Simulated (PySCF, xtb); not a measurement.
SnO2, SMILES [O]=[Sn]=[O].

Harmonic wavenumbers (cm⁻¹) from GFN2-xTB (xtb) at its own minimum, in rising order: 90, 90, 662, 834.

Question: What does PBE-D3(BJ)/def2-TZVP (PySCF) give at its own minimum? (The exact figures need the calculation; the answer reports its results.)

Answer: 151, 151, 753, 867. Paired by order, the mean absolute difference is 62 cm⁻¹ and the zero-point energies are 2.4 and 2.7 kcal/mol.
